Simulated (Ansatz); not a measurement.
Born–Oppenheimer molecular dynamics of AlH6O3P (11 atoms, charge 0, multiplicity 1). It starts at the highest image of a converged band. Of that band: Neighbouring images differ by up to 1.3 eV, so the band resolves the path poorly. A vibrational analysis at the climbing image gives one clearly imaginary mode, 1692i cm⁻¹: a first-order saddle point.

These are results of Ansatz 0.2.0, RHF/def2-SVP, not measurements.

```json
{"ensemble": "NVE (velocity Verlet)", "time step": "0.5 fs", "steps asked": "200", "starting velocities drawn for": "100 K", "seed": "10382"}
```

First frame:

```xyz
11
Properties=species:S:1:pos:R:3
Al 0.026 -0.620 0.123
O 1.333 -0.223 -1.061
O 0.449 -0.981 1.710
O -1.234 -1.444 -0.641
H 0.779 0.877 -0.925
P -0.287 2.062 -0.231
H 1.426 -0.597 -1.928
H 1.127 -0.694 2.294
H -1.911 -1.969 -0.252
H -1.604 1.553 -0.259
H -0.103 2.037 1.168
```

Question: What does the run give?

Answer: The run went to its last step.

| Property | Result |
| --- | --- |
| steps done | 200 |
| time covered | 100 fs |
| mean temperature over the second half | 1147 K |
| spread of the potential energy over the second half | 12.4 meV per atom |
| mean potential energy of the second half above the start | -110.8 meV per atom |

The conserved energy stayed within 0.34 meV per atom of its start (net change 0.04 meV per atom), so the integration is sound. The system heated up, since it started high on the potential surface and ran downhill. A run of 0.1 ps of so small a system gives no equilibrium averages. The orbitals stay closed-shell, which can raise the energy where a bond breaks towards radicals; this wasn't checked here.

Question: What happens to the structure?

Answer: The step under study would form Al1–P6, O2–H5 and break Al1–O2, H5–P6. These pairs go: Al1–P6 2.72 → 4.56 Å, O2–H5 1.24 → 6.83 Å, Al1–O2 1.81 → 1.69 Å, H5–P6 1.74 → 1.59 Å. In the last frame they stand as before the step (other bonds may differ from the relaxed reactants and products). It ends as AlH3O3 + H3P. Pairs count as bonded within 1.25 times the sum of covalent radii (0.12 Å more for H–H). The details hang on the random start.

Question: How do temperature and energy run in time?

Answer: 
```
time (fs)  T (K)  potential energy less start (eV)  conserved less start (meV/atom)
      0.0    100                             0.000                             0.00
      5.0     89                             0.013                             0.03
     10.0    347                            -0.287                            -0.04
     15.0    425                            -0.379                            -0.12
     20.0    530                            -0.500                             0.07
     25.0    968                            -1.013                            -0.32
     30.0   1128                            -1.199                            -0.26
     35.0    961                            -1.001                             0.05
     40.0   1049                            -1.102                             0.18
     45.0   1141                            -1.211                            -0.01
     50.0   1250                            -1.339                            -0.10
     55.0   1166                            -1.240                            -0.02
     60.0   1059                            -1.114                             0.07
     65.0   1349                            -1.456                            -0.29
     70.0   1307                            -1.408                            -0.30
     75.0    971                            -1.012                             0.09
     80.0   1108                            -1.174                            -0.10
     85.0   1154                            -1.227                            -0.13
     90.0   1056                            -1.112                             0.00
     95.0    991                            -1.034                             0.25
    100.0   1072                            -1.131                             0.04
```

Run time: 4 min on 2 threads of Arm Neoverse V1 (shared host), peak memory 0.22 GiB.
